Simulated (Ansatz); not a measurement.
Consider the ligand exchange at a Zn–C bond: `CO[CH2][ZnH]` + CH₃NH₂ → `C[NH][ZnH]` + `COC`.

Calculated with Ansatz (gas phase, PBE0-D4/def2-TZVP geometries, no zero-point term in ΔE). CCSD(T)/CBS is the MP2 limit (def2-TZVPP, def2-QZVPP) plus CCSD(T) − MP2 in def2-TZVPP, frozen cores. Functionals use def2-TZVPP. For Zn outer-core shells are correlated without core-valence functions, which leaves a few kJ/mol of doubt a bond. Scalar relativity is left out up to krypton. One conformer a species, not always the lowest.

```csv
level,ΔE (kcal/mol)
r2SCAN0-D4,-11.4
BHLYP-D4,-11.5
ωB97X-V,-11.1
CCSD/def2-TZVPP,-11.3
```

Q: What does CCSD(T)/CBS give? (An estimate is asked.)

A: Computed: -11.2 kcal/mol. The listed levels differ from it by -0.2, -0.3, 0.1, -0.1 kcal/mol.

Q: What do rigid-rotor, harmonic-oscillator terms from PBE0-D4/def2-TZVP frequencies (298.15 K, 1 bar) make of the CCSD(T)/CBS value? (Best estimate.)

A: Computed: ΔZPE = 0.0 kcal/mol, ΔH = -11.1 kcal/mol, ΔS = 3 J/(mol·K), ΔG = -11.3 kcal/mol.

Largest T1 diagnostic among the species: 0.015.

Leaving LDA and LC-ωPBE aside and taking each functional with its dispersion term where it has one, the values, not all of them listed here, spread over 1.7 kcal/mol, from B2PLYP to revPBE-D4. LDA lies −1.2 kcal/mol from PBE without D4. At CCSD(T), def2-SVP lies +0.7 kcal/mol from the extrapolated value and def2-TZVPP −0.0 kcal/mol.
